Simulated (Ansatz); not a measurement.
```yaml
crystal:
  periodic: [false, false, false]
  atoms:
    - {symbol: C, position_ang: [0.553691, -0.540082, 0.517054]}
    - {symbol: Zn, position_ang: [-0.541256, 0.574151, -0.707460]}
    - {symbol: F, position_ang: [-1.900385, 1.738471, -1.497957]}
    - {symbol: H, position_ang: [0.197380, -1.442764, 0.742200]}
    - {symbol: H, position_ang: [1.677025, -0.459033, -0.067533]}
    - {symbol: H, position_ang: [0.453559, -0.097475, 1.306659]}
basis:
  gaussian: {orbitals: aug-cc-pVDZ, final_grid: {core_spheres: 1, valence_spheres: 1, degree: 3}}
hamiltonian: {xc: {name: r2SCAN}}
output: {forces: true}
```

```sh
$ ansatz run in.yaml --threads 4 --pin off --events-out ev --progress --plain --max-ram 10444MiB
```

Output, abridged:

```
Functional definition: r2SCAN
1215 factors; their error is unknown
mean field evaluation 1: about -52205.1025 eV, gradient 8.9e1 eV
mean field evaluation 2: about -52135.1283 eV, gradient 2.2e2 eV
mean field evaluation 4: about -52219.6846 eV, gradient 2.7e1 eV
mean field evaluation 8: about -52221.0413 eV, gradient 5.4e-2 eV
a density is far from that of the atoms, so the factors are made again for it
1517 factors; integrals over basis functions are off by at most 7.6e-5 eV
mean field evaluation 160: about -52221.0237 eV, gradient 4.4e-2 eV
mean field evaluation 192: about -52531.0331 eV, gradient 3.9e-1 eV
mean field -52531.03401000 eV, -1930.4798930537 hartree, gradient 2.9e-5 eV, S^2 0.000000; 6 other end points of the search recorded, 0 dependent functions left out
reference -52531.03404481 eV, -1930.4798943331 hartree; 24, 24 occupied and 108, 108 virtual orbitals, 1517 factors
Total energy: -52531.03404481 eV, -1930.4798943331 hartree
Atom 0 at     0.553691    -0.540082     0.517054 Å, force   140.899191    54.216137    64.255359 eV/Å
Atom 1 at    -0.541256     0.574151    -0.707460 Å, force    14.842865   -13.873988    -8.144622 eV/Å
Atom 2 at    -1.900385     1.738471    -1.497957 Å, force   -32.639940   -26.255388    -2.532197 eV/Å
Atom 3 at     0.197380    -1.442764     0.742200 Å, force  -141.840557    17.006570   -62.371547 eV/Å
Atom 4 at     1.677025    -0.459033    -0.067533 Å, force   -10.180453     4.495652     6.514470 eV/Å
Atom 5 at     0.453559    -0.097475     1.306659 Å, force    28.918893   -35.588981     2.278538 eV/Å
Dipole moment:    -1.563308     1.706374    -1.869576 e Å
```

**Question.** Something in this input is off. What?

**Answer.** The integration grid is far too coarse. The calculation finished and met its thresholds. The result belongs to that input, not to the molecule as meant.
